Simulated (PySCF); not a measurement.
## Spinor energies of Pm⁴⁸⁺ (promethium, charge +48)

Start: [Ne] 3s2 3p1; 3p3/2 filled at m_j = +3/2. Calculated with PySCF 2.14 in an uncontracted even-tempered set (18 s from 12 bohr⁻², ratio 2.4; 14 p from 16 bohr⁻², ratio 2.4; 4 d from 53 bohr⁻², ratio 2.6; 4 f from 80 bohr⁻², ratio 2.6): generalised Hartree-Fock with the X2C-1e Hamiltonian and a Gaussian nucleus; one run each with spin-orbit coupling (SO) screened by Boettger's factors, then bare. This is a chosen level, not necessarily the ground level.

| spinor shell | electrons | ε, screened SO (eV) | ε, bare SO (eV) | weight of nominal j (bare SO) | rms radius, bare SO (bohr) |
| --- | --- | --- | --- | --- | --- |
| 1s1/2 | 2 | -48783.1 | -48782.7 | 1.000 | 0.0264 |
| 2s1/2 | 2 | -10683.6 | -10683.5 | 1.000 | 0.105 |
| 2p1/2 | 2 | -10305.2 | -10320.7 | 1.000 | 0.0899 |
| 2p3/2 | 4 | -9726.6 | -9721.0 | 1.000 | 0.0958 |
| 3s1/2 | 2 | -4281.1 | -4281.1 | 1.000 | 0.252 |
| 3p3/2 | 1 | -4020.3 | -4018.8 | 1.000 | 0.248 |

| quantity | screened SO | bare SO |
| --- | --- | --- |
| E (hartree) | -7717.85128 | -7718.11088 |
| M_J | 3/2 | 3/2 |
| ⟨J²⟩ | 3.750 | 3.750 |
| ⟨L²⟩ | 2.013 | 2.014 |
| ⟨S²⟩ | 0.763 | 0.764 |

Each row is a mean over spinors that exchange with the open shell spreads, by up to 22.622 eV (3s1/2).

Breit and QED terms are absent; they matter most for the inner s and p1/2 levels.

Densities and radii are taken from the X2C orbitals without a picture-change correction, which distorts them close to the nucleus.
